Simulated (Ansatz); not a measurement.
Basis-set extrapolation for C$_{6}$H$_{12}$S, SMILES `CSC1CCCC1` (PBE0-D4/def2-TZVP geometry, frozen core, the Gaussian-basis code of Ansatz). Multiplicity 1, RHF reference.

```json
{"": "HF", "def2-TZVPP": "-631.820986", "def2-QZVPP": "-631.843037"}
{"": "MP2 correlation", "def2-TZVPP": "-1.214116", "def2-QZVPP": "-1.294081"}
{"": "CCSD(T) correlation", "def2-TZVPP": "-1.340265", "def2-QZVPP": "not run"}
```

Energies in hartree. Use E(X) = E(∞) + A·exp(−7.88·√X) for Hartree–Fock and E(X) = E(∞) + B·X^(−2.97) for correlation, with X = 3 and 4, and add CCSD(T) minus MP2 of the smaller set to the MP2 limit.

Question: What is the CCSD(T) energy at the basis-set limit?

Answer: HF limit: -631.843037 + (-0.022051) × 0.13774 = -631.84607. MP2 limit: -1.294081 + (-0.079965) × 0.74074 = -1.35331. Higher-order term: -1.340265 − (-1.214116) = -0.12615. Total: -633.32553 hartree, 431.3 kJ/mol below CCSD(T)/def2-TZVPP.
